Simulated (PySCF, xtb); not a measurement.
C₂H₇BO₃, SMILES OB(OCC)O.

GFN2-xTB in xtb 6.7.1 at its own geometry gives an orbital gap of 8.23 eV and a dipole moment of 2.87 D.

Geometry: PBE0-D3(BJ)/def2-SVP. Other conformers were not sampled.

What does HF/def2-TZVP (PySCF) give? (Estimate from the structure and the level; the computed values follow.)

gap 14.95 eV (levels -12.11 and 2.84 eV), dipole 2.89 D.
